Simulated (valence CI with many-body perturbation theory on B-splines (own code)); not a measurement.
Level structure of Pt⁴⁶⁺

Computed by relativistic CI+MBPT: four valence electrons over a frozen Dirac-Fock core [Ar] 3d10, a basis of 11 s, 11 p, 9 d, 7 f, 5 g, 2 h, 1 i functions for each j, with the one-electron correlation potential Σ1, the two-electron term Σ2, the three-electron term Σ3, Breit, model QED; selected CI, second order for the rest (own B-spline code, finite nucleus).

The last digits are not significant, and no measured levels were compared; by estimate large intervals hold to a few tenths of a per cent, small ones and those within an open d or f shell to about a per cent.

Levels 46 to 67 of 67, with energies above the lowest level, (4s^2 4p1/2^2) J=0. "Leading %" is the weight of the configuration and term that name the level; weights of strongly mixed levels are sums over their largest components and can fall short. In the jj column 3d3/2^4 stands for four electrons in 3d with j = 3/2. Lifetimes count E1, E2, E3, M1 and M2 decay at the calculated energies, and are blank where another channel may lead or the interval is too uncertain; long ones can be off by a factor of two.

```csv
No.,Configuration,Term,J,E (× 10³ cm⁻¹),Leading %,Second component,Lifetime,Leading jj
46,4s4p²4d,³D,2,4324.1,28,25 % 4s4p²4d ⁵P,533 fs,4s 4p1/2 4p3/2 4d3/2 (90 %)
47,4s4p²4d,⁵D,4,4330.3,49,32 % 4s4p²4d ⁵F,214 ps,4s 4p1/2 4p3/2 4d5/2 (98 %)
48,4s4p²4d,³D,1,4342.1,36,16 % 4s4p²4d ⁵P,778 fs,4s 4p1/2 4p3/2 4d3/2 (92 %)
49,4s4p²4d,³G,3,4373.0,42,17 % 4s4p²4d ³F,736 fs,4s 4p1/2 4p3/2 4d3/2 (84 %)
50,4s4p²4d,³G,5,4416.6,57,42 % 4s4p²4d ⁵F,59.1 ps,4s 4p1/2 4p3/2 4d5/2 (98 %)
51,4s4p²4d,³P,2,4424.8,38,16 % 4s4p²4d ⁵D,2.44 ps,4s 4p1/2 4p3/2 4d5/2 (94 %)
52,4s4p²4d,³D,1,4429.5,55,10 % 4s4p²4d ³S,515 fs,4s 4p1/2 4p3/2 4d3/2 (71 %)
53,4s4p²4d,³P,0,4475.3,77,10 % 4s4p²4d ¹S,446 fs,4s 4p1/2 4p3/2 4d3/2 (83 %)
54,4s4p²4d,³F,3,4477.9,38,18 % 4s4p²4d ⁵D,2.08 ps,4s 4p1/2 4p3/2 4d5/2 (90 %)
55,4s4p²4d,³F,2,4496.3,34,15 % 4s4p²4d ¹D,383 fs,4s 4p1/2 4p3/2 4d3/2 (75 %)
56,4s4p²4d,³P,1,4511.4,47,18 % 4s4p²4d ³D,978 fs,4s 4p1/2 4p3/2 4d5/2 (60 %)
57,4s4p²4d,³D,3,4522.1,56,9 % 4s4p²4d ³F,1.26 ps,4s 4p1/2 4p3/2 4d5/2 (87 %)
58,4s4p²4d,¹D,2,4530.9,39,12 % 4s4p²4d ³F,1.33 ps,4s 4p1/2 4p3/2 4d5/2 (75 %)
59,4s4p²4d,¹G,4,4536.7,48,29 % 4s4p²4d ³F,3.04 ps,4s 4p1/2 4p3/2 4d5/2 (89 %)
60,4s4p²4d,³D,3,4590.3,38,25 % 4s4p²4d ³F,817 fs,4s 4p1/2 4p3/2 4d5/2 (90 %)
61,4s4p²4d,³F,4,4596.2,45,36 % 4s4p²4d ³G,1.10 ps,4s 4p1/2 4p3/2 4d5/2 (88 %)
62,4s4p²4d,³D,1,4596.9,46,23 % 4s4p²4d ¹P,1.53 ps,4s 4p1/2 4p3/2 4d5/2 (93 %)
63,4s4p²4d,³P,1,4649.4,33,28 % 4s4p²4d ³S,1.13 ps,4s 4p1/2 4p3/2 4d5/2 (95 %)
64,4s4p²4d,³P,0,4658.7,44,43 % 4s4p²4d ¹S,1.03 ps,4s 4p1/2 4p3/2 4d5/2 (85 %)
65,4s4p²4d,³D,2,4658.9,45,22 % 4s4p²4d ¹D,953 fs,4s 4p1/2 4p3/2 4d5/2 (92 %)
66,4s4p²4d,¹F,3,4673.6,40,19 % 4s4p²4d ³F,754 fs,4s 4p1/2 4p3/2 4d5/2 (89 %)
67,4s4p²4d,³P,2,4694.3,38,18 % 4s4p²4d ³F,607 fs,4s 4p1/2 4p3/2 4d5/2 (89 %)
```
